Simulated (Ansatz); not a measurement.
System: HfF3 (charge 0, doublet). SMILES of the parent species: [F][Hf]([F])[F]

Atoms: Hf1, F2, F3, F4. Bonds: Hf1-F2, Hf1-F3, Hf1-F4.

Bond lengths (Å) and angles (degrees) optimised at HF/6-31G* with LANL2DZ past Ar with Ansatz (a program for electronic structure); PBE/6-31G* with LANL2DZ past Ar with Ansatz; B3LYP/LANL2DZ with Ansatz, each started from the B3LYP-D3(BJ)/def2-TZVP structure (Ansatz) of the last column. A row stands for all coordinates that are equal there. 6-31G* holds six Cartesian d functions. No wavenumbers were computed at PBE/6-31G* with LANL2DZ past Ar, B3LYP/LANL2DZ, so these may be saddle points.

```
coordinate  HF/6-31G* with LANL2DZ past Ar  PBE/6-31G* with LANL2DZ past Ar  B3LYP/LANL2DZ  B3LYP-D3(BJ)/def2-TZVP
----------  ------------------------------  -------------------------------  -------------  ----------------------
Hf1-F2                               1.879                            1.876          1.906                   1.913
F2-Hf1-F3                            120.0                            120.0          120.0                   120.0
```

Mean signed difference of all 3 bond lengths from B3LYP-D3(BJ)/def2-TZVP: HF/6-31G* with LANL2DZ past Ar -0.033 Å, PBE/6-31G* with LANL2DZ past Ar -0.037 Å, B3LYP/LANL2DZ -0.007 Å.
